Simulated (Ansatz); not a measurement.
[GeCl3]- (GeCl₃⁻): single points at one geometry.

```yaml
crystal:
  periodic: [false, false, false]
  atoms:
    - {symbol: Ge, position_ang: [-0.024374, -0.023288, 0.864662]}
    - {symbol: Cl, position_ang: [2.026773, -0.024198, -0.231966]}
    - {symbol: Cl, position_ang: [-0.974717, 1.772041, -0.268106]}
    - {symbol: Cl, position_ang: [-1.027692, -1.724554, -0.364590]}
basis:
  gaussian: {orbitals: def2-SVPD, initial_orbitals: start.molden}
total_charge: -1
hamiltonian: {xc: pbe0, dispersion: d4}
scf: {omitted_lower_state_checks: [starts]}
output: {orbitals: {seedname: orbitals}}
```

The file start.molden holds the orbitals of an earlier run on this structure, at another level or in another basis.

```sh
$ ansatz run in.yaml --threads 4 --pin off --events-out ev --progress --plain --max-ram 3916MiB
```

Shortened log:

```
Functional definition: PBE0
1101 factors; integrals over basis functions are off by at most 2.0e-4 eV
mean field evaluation 1: about -94054.9040 eV, gradient 6.3e0 eV
mean field evaluation 2: about -94054.9699 eV, gradient 5.3e-2 eV
mean field evaluation 4: about -94054.9809 eV, gradient 4.5e-5 eV
mean field -94054.98093614 eV, -3456.4567966473 hartree, gradient 1.5e-5 eV, S^2 0.000000; 0 other end points of the search recorded, 0 dependent functions left out
reference -94054.98096422 eV, -3456.4567976793 hartree; 42, 42 occupied and 77, 77 virtual orbitals, 1101 factors
Total energy: -94055.13324881 eV, -3456.4623940347 hartree
Checks for a lower state left out: starts
```

Run time 3.2 s (4 threads of Intel Xeon on a shared host).

As the first input, with `gaussian: {orbitals: def2-TZVPD, initial_orbitals: start.molden}`, `hamiltonian: {xc: hse06, dispersion: d4}` (abridged; 6 s):

```
Functional definition: HSE06
mean field -94073.76046906 eV, -3457.1469317529 hartree, gradient 2.2e-5 eV, S^2 0.000000
Total energy: -94073.90587995 eV, -3457.1522755044 hartree
Checks for a lower state left out: starts
```

Geometry: PBE0-D4/def2-SVPD.

HSE06 is defined as in plane-wave codes, on full-range PBE exchange.
